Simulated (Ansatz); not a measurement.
AsH₂, SMILES [AsH2], multiplicity 2.

Geometry optimised at PBE0-D3(BJ)/def2-TZVPD. The isomer is the one that the SMILES or the coordinates give; other isomers of the formula were not compared.

Two levels are set side by side: PBE/def2-TZVPD (Ansatz, an electronic-structure program) and PBE0/def2-TZVPD (Ansatz). Energy differences of separate SCF runs at the same geometry; the states with an electron removed or added have multiplicity 1 and 1. Differences are taken from unrounded values.

```tsv
quantity	PBE0	PBE	PBE minus PBE0
vertical ionisation energy (eV)	9.53	9.47	-0.06
vertical electron affinity (eV)	0.95	0.96	0.01
```

Here PBE gives about what the other level gives.
